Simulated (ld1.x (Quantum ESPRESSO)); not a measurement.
An all-electron radial function and its pseudo partner (Si (Z = 14))

Columns: radius, all-electron u(r) and pseudo u(r) of the 3p shell (level -11.63 eV) of silicon in the configuration [Ne] 3s2 3p1; PBEsol, scalar-relativistic, TM scheme, ld1.x (Quantum ESPRESSO) 7.5.

```csv
r (bohr),all-electron,pseudo
0.090,0.1003,-0.0035
0.180,0.2251,-0.0141
0.270,0.2885,-0.0315
0.360,0.2896,-0.0552
0.450,0.2455,-0.0848
0.540,0.1734,-0.1197
0.630,0.0863,-0.1590
0.720,-0.0067,-0.2020
0.810,-0.0995,-0.2478
0.900,-0.1882,-0.2955
0.990,-0.2707,-0.3442
1.080,-0.3455,-0.3928
1.170,-0.4123,-0.4405
1.260,-0.4709,-0.4862
1.350,-0.5216,-0.5287
1.440,-0.5644,-0.5671
1.530,-0.5996,-0.6003
1.620,-0.6276,-0.6277
1.710,-0.6490,-0.6490
1.800,-0.6642,-0.6642
1.890,-0.6738,-0.6738
1.980,-0.6784,-0.6784
2.070,-0.6786,-0.6786
2.160,-0.6749,-0.6749
2.250,-0.6677,-0.6677
2.340,-0.6576,-0.6576
```

Task: How many radial nodes do the two functions have?

Result: The all-electron 3p function has n − l − 1 = 1; the pseudo-wave has 0, since the states of the same l below it are removed with the core.

Task: At about which radius was the pseudo-wave matched?

Result: 1.80 bohr. The columns agree to 0.0005 from 1.62 bohr on; several derivatives are matched, so the curves merge somewhat inside the radius.

Task: Where does each function peak?

Result: Outermost all-electron maximum near 2.07 bohr, pseudo maximum near 2.07 bohr (to the table’s step).

Task: Is the pseudo-wave norm-conserving?

Result: Yes: the TM scheme keeps the norm inside the radius equal to the all-electron one, which fixes the energy derivative of the logarithmic derivative at the level.
